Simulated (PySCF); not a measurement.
How methods differ on the ionisation energy of Xe⁴⁹⁺

Xe⁴⁹⁺ [He] 2s2 2p1 (2P) → Xe⁵⁰⁺ [He] 2s2 (1S), as a difference of total energies. All numbers are calculated (PySCF 2.14, no relativity, point nucleus, in an even-tempered Gaussian basis (17 s from 24 bohr⁻², ratio 2.2; 10 p from 31 bohr⁻², ratio 2.2; 5 d from 120 bohr⁻², ratio 2.4; 5 f from 170 bohr⁻², ratio 2.4; 4 g from 260 bohr⁻², ratio 2.4)). Correlated levels: nothing frozen; virtual orbitals above 40 to 60 times the deepest correlated orbital energy dropped. The calculations carry no spin-orbit coupling.

```tsv
method	ionisation energy (eV)	plus first-order spin-orbit estimate	difference from reference of that sum (eV)
UHF	8821.5	9015.1	-227.9
LDA	8814.9	9008.4	-234.6
PBE	8822.7	9016.2	-226.8
PBE0	8822.6	9016.1	-226.9
r2SCAN	8824.8	9018.4	-224.6
TPSS	8824.7	9018.3	-224.7
B2PLYP	8822.3	9015.8	-227.2
MP2 (all electrons)	8819.2	9012.8	-230.2
SCS-MP2 (all electrons)	8818.5	9012.1	-230.9
```

Reference: 9243 ± 4 eV (theoretical estimate listed by NIST; NIST Atomic Spectra Database, ionization energies).

A first-order spin-orbit estimate (lowest level to lowest level, LS coupling) adds 193.6 eV.

The gap to the reference is mostly relativistic.

First order in ζ underestimates the shift of j = l − 1/2 levels at high Z.
